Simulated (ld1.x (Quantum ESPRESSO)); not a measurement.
Reading a pseudo-wave (thallium)

Columns: radius, all-electron u(r) and pseudo u(r) of the 6p shell (level -2.37 eV) of thallium in the configuration [Kr] 4d10 4f14 5s2 5p6 5d10 6s2 6p1; PBE, scalar-relativistic, PAW scheme, ld1.x (Quantum ESPRESSO) 7.5.

| r (bohr) | all-electron | pseudo |
| --- | --- | --- |
| 0.088 | -0.0466 | -0.0142 |
| 0.175 | -0.0506 | -0.0534 |
| 0.262 | 0.1008 | -0.1103 |
| 0.350 | 0.1343 | -0.1752 |
| 0.438 | 0.0566 | -0.2358 |
| 0.525 | -0.0535 | -0.2815 |
| 0.612 | -0.1470 | -0.3063 |
| 0.700 | -0.2050 | -0.3073 |
| 0.788 | -0.2246 | -0.2853 |
| 0.875 | -0.2124 | -0.2452 |
| 0.962 | -0.1769 | -0.1922 |
| 1.050 | -0.1256 | -0.1311 |
| 1.138 | -0.0655 | -0.0667 |
| 1.225 | -0.0023 | -0.0024 |
| 1.312 | 0.0610 | 0.0610 |
| 1.400 | 0.1229 | 0.1229 |
| 1.487 | 0.1806 | 0.1806 |
| 1.575 | 0.2344 | 0.2344 |
| 1.662 | 0.2827 | 0.2827 |
| 1.750 | 0.3266 | 0.3266 |
| 1.838 | 0.3655 | 0.3655 |
| 1.925 | 0.3993 | 0.3993 |
| 2.012 | 0.4287 | 0.4287 |
| 2.100 | 0.4544 | 0.4544 |
| 2.188 | 0.4761 | 0.4761 |
| 2.275 | 0.4941 | 0.4941 |

Question: How many radial nodes do the two functions have?

Answer: The all-electron 6p function has n − l − 1 = 4 (the table is too coarse to show those close to the nucleus); the pseudo-wave has 1, since 1 lower shell of the same l stays in the valence.

Question: At about which radius was the pseudo-wave matched?

Answer: 1.35 bohr. The columns agree to 0.0005 from 1.23 bohr on; several derivatives are matched, so the curves merge somewhat inside the radius.

Question: Is the pseudo-wave norm-conserving?

Answer: No, it belongs to a PAW set: the norm inside the radius is not constrained, and the difference is carried by the augmentation charge.
